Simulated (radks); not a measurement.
Values are calculated unless marked as measured or tabulated.
Isoelectronic series with 51 electrons, all held in the configuration [Kr] 4d10 5s2 5p3, which need not be the ground one along the series. Level of theory: scalar-relativistic Kohn-Sham, PBE, spin-polarised, spherical densities, finite nucleus; open shells are filled with parallel spins first (spin-orbit coupling, left out, can overturn this in heavy ions); Fermi nuclear charge, rms radius of each element as measured or else 0.836 A^(1/3) + 0.57 fm (a radial shooting solver on a logarithmic mesh with Libxc functionals). Total energies (hartree) and orbital eigenvalues (eV) (* marks an orbital that is empty in some or all of the ions):

| ion | E (hartree) | 5p down* | 5p up | 5s down | 5s up |
|---|---|---|---|---|---|
| Sb | -6481.32141 | -3.5281 | -5.4668 | -11.5917 | -13.4256 |
| Te+ | -6793.97850 | -12.2306 | -14.5315 | -22.0650 | -24.2539 |
| I2+ | -7115.09645 | -22.8859 | -25.4882 | -34.4871 | -36.9742 |
| Xe3+ | -7444.69029 | -35.2078 | -38.0774 | -48.5832 | -51.3365 |
| Cs4+ | -7782.7959 | -49.0492 | -52.1642 | -64.2173 | -67.2157 |
| Ba5+ | -8129.4475 | -64.3212 | -67.6663 | -81.3089 | -84.5380 |
| La6+ | -8484.6917 | -80.9645 | -84.5287 | -99.8062 | -103.2551 |
| Ce7+ | -8848.5722 | -98.9376 | -102.7125 | -119.6738 | -123.3342 |
| Pr8+ | -9221.1405 | -118.2102 | -122.1890 | -140.8869 | -144.7521 |
| Nd9+ | -9602.4474 | -138.7591 | -142.9367 | -163.4278 | -167.4924 |
| Pm10+ | -9992.5430 | -160.5669 | -164.9389 | -187.2837 | -191.5434 |
| Sm11+ | -10391.4738 | -183.6198 | -188.1826 | -212.4456 | -216.8966 |
| Eu12+ | -10799.3372 | -207.9071 | -212.6578 | -238.9083 | -243.5474 |
| Gd13+ | -11216.1728 | -233.4204 | -238.3563 | -266.6677 | -271.4922 |
| Tb14+ | -11642.0961 | -260.1528 | -265.2719 | -295.7233 | -300.7306 |
| Dy15+ | -12077.0472 | -288.0995 | -293.3999 | -326.0721 | -331.2602 |
| Ho16+ | -12521.2432 | -317.2562 | -322.7363 | -357.7184 | -363.0855 |
| Er17+ | -12974.6697 | -347.6202 | -353.2786 | -390.6628 | -396.2070 |
| Tm18+ | -13437.4646 | -379.1891 | -385.0246 | -424.9099 | -430.6298 |
| Yb19+ | -13909.6190 | -411.9618 | -417.9733 | -460.4618 | -466.3560 |
| Lu20+ | -14391.2786 | -445.9374 | -452.1239 | -497.3252 | -503.3924 |
